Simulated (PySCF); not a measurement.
## MgSe: from constants to spectrum

RHF-CCSD(T) constants of MgSe, ¹Σ⁺ (singlet), closed shell (Mg aug-cc-pVDZ, Se aug-cc-pVDZ-PP with ECP10; scalar-relativistic core potentials (PySCF 2.14); masses 23.9850 and 79.9165 u):

| Property | Result |
| --- | --- |
| ωe | 408.7 cm⁻¹ |
| ωexe | 1.75 cm⁻¹ |
| Be | 0.17194 cm⁻¹ |
| αe | 0.000902 cm⁻¹ |
| D (centrifugal) | 1.22e-07 cm⁻¹ |
| De to Mg + Se | 1.55 eV |

**Question.** Give the vibrational terms G(v) and spacings up to v = 6.

**Answer.** G(v) = ωe(v+½) − ωexe(v+½)².

```json
{"v": "0", "G(v) (cm⁻¹)": "203.9", "G(v) − G(v−1)": "", "Bv (cm⁻¹)": "0.1715"}
{"v": "1", "G(v) (cm⁻¹)": "609.1", "G(v) − G(v−1)": "405.2", "Bv (cm⁻¹)": "0.1706"}
{"v": "2", "G(v) (cm⁻¹)": "1010.8", "G(v) − G(v−1)": "401.7", "Bv (cm⁻¹)": "0.1697"}
{"v": "3", "G(v) (cm⁻¹)": "1409.0", "G(v) − G(v−1)": "398.2", "Bv (cm⁻¹)": "0.1688"}
{"v": "4", "G(v) (cm⁻¹)": "1803.7", "G(v) − G(v−1)": "394.7", "Bv (cm⁻¹)": "0.1679"}
{"v": "5", "G(v) (cm⁻¹)": "2194.9", "G(v) − G(v−1)": "391.2", "Bv (cm⁻¹)": "0.1670"}
{"v": "6", "G(v) (cm⁻¹)": "2582.6", "G(v) − G(v−1)": "387.7", "Bv (cm⁻¹)": "0.1661"}
```

A state of this spin cannot dissociate to the ground-state fragments, so its own limit lies higher than the one that De refers to.

Correlated steps freeze 5 core orbitals. Correlated levels converge slowly with the basis: in double zeta they bind strong bonds too weakly, by up to about 1 eV, and carry superposition errors of some tenths. Where the molecule has an RHF reference, its open-shell atoms are computed with UHF.
